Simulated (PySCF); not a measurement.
Broadened absorption spectrum of C4H3Cl2N

Compound: C₄H₃Cl₂N.
SMILES: `N#CC/C(Cl)=C/Cl`

Method used: TDDFT PBE0/def2-SVPD, vertical, gas phase, core orbitals frozen in the response in PySCF. The structure is a single GFN2-xTB conformer in the gas phase; no vibrational or solvent corrections. Torsions of this conformer, `[N:1]#[C:2][CH2:3]/[C:4]([Cl:5])=[CH:6]/[Cl:7]`: C2–C3–C4–Cl5 -73°.

Computed states:

```tsv
state	E (eV)	f
S1	5.99	0.0013
S2	6.20	0.291
S3	6.74	0.0006
S4	6.81	0.019
S5	7.09	0.0027
S6	7.21	0.0026
S7	7.37	0.034
S8	7.41	0.0042
```

Broadening: Gaussians 0.25 eV wide at half height, area fixed by f = 4.319×10⁻⁹ ∫ε dν̃. The width is an assumption, not a result. The curve ends short of the highest state used, and states not computed would add to its high-energy end.

(1) Give the broadened spectrum and its maxima.

(2) On this curve, what absorbance would a 10⁻³ mol/L sample give at 193 nm over a 1 cm path?

(3) Does any computed singlet lie in the visible range?

(4) Coming from long wavelengths, where does ε first pass 100 L mol⁻¹ cm⁻¹?

Answers

(1) 
λ (nm), ε (L mol⁻¹ cm⁻¹) and a bar:
```
    182.1       2110 ##
    182.8       2031 ##
    183.5       1845 ##
    184.2       1583 ##
    184.9       1286 #
    185.6        990 #
    186.3        725 #
    187.0        508 
    187.7        350 
    188.4        254 
    189.1        228 
    189.8        290 
    190.5        475 
    191.2        840 #
    191.9       1470 #
    192.6       2468 ##
    193.3       3948 ####
    194.0       6008 ######
    194.7       8697 ########
    195.4      11991 ###########
    196.1      15757 ###############
    196.8      19756 ###################
    197.5      23658 #######################
    198.2      27083 ##########################
    198.9      29668 ############################
    199.6      31127 ##############################
    200.3      31308 ##############################
    201.0      30216 #############################
    201.7      28009 ###########################
    202.4      24958 ########################
    203.1      21399 #####################
    203.8      17672 #################
    204.5      14070 #############
    205.2      10813 ##########
    205.9       8031 ########
    206.6       5772 ######
    207.4       3809 ####
    208.1       2567 ##
    208.8       1685 ##
    209.5       1080 #
    210.2        679 #
    210.9        419 
    211.6        256 
    212.3        155 
    213.0         94 
    213.7         57 
    214.4         34 
    215.1         21 
    215.8         13 
    216.5          8 
    217.2          5 
    217.9          3 
    218.6          2 
    219.3          1 
    220.0          0 
    220.7          0
```

Maxima: 200 nm (6.20 eV), ε about 31000, made up of S2 (100%) (ε in L mol⁻¹ cm⁻¹; maxima over ε = 5, shares over 10%). At its high-energy end, 6.81 eV, the curve is still rising (ε about 2100, from S4).

(2) 193 nm is 6.424 eV, where ε is about 3200 L mol⁻¹ cm⁻¹, so A = ε c l ≈ 3.2 (Beer–Lambert, with the gas-phase spectrum and the assumed width).

(3) No computed singlet lies in the visible range (380 to 750 nm); the lowest, at 207 nm, stands 2.73 eV above its violet end (3.26 eV).

(4) At about 213 nm (5.82 eV), 0.17 eV below S1.

On one thread, Arm Neoverse V1, no GPU (shared host), this took 24 s.
